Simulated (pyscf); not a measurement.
Routes from •H₂C–C(=CH₂)–OH

Candidate steps break at most two bonds and form at most two. Each was searched with GFN2-xTB (tblite) first. Optimised with ωB97X-D3(BJ)/def2-SVP in PySCF. Energies: ωB97M-D3(BJ)/def2-TZVP, kcal/mol, from the reactant's lowest minimum found, doublet surface; ΔG‡ with ideal gas, 1 atm, RRHO with modes under 100 cm⁻¹ raised to 100, one conformer, R ln 2 for chiral ones without a mode under 150 cm⁻¹.

```json
[
 {"products": "•H₂C–C(CH₃)=O", "type": "hydrogen shift", "ΔE‡": "48.6", "ΔE": "-7.1", "ΔG‡ 298 K": "45.9", "ΔG‡ 900 K": "47.4", "ν‡ (cm⁻¹)": "2154i"},
 {"products": "cyclic C₃H₅O (SMILES O[C]1CC1) [doublet]", "type": "ring closure", "ΔE‡": "51.5", "ΔE": "+26.2", "ΔG‡ 298 K": "50.2", "ΔG‡ 900 K": "50.4", "ν‡ (cm⁻¹)": "1011i"}
]
```

Plain bond fissions and candidates not yet searched are not listed, and one of them may be faster. Each barrier is that of the saddle found; lower ones may exist.
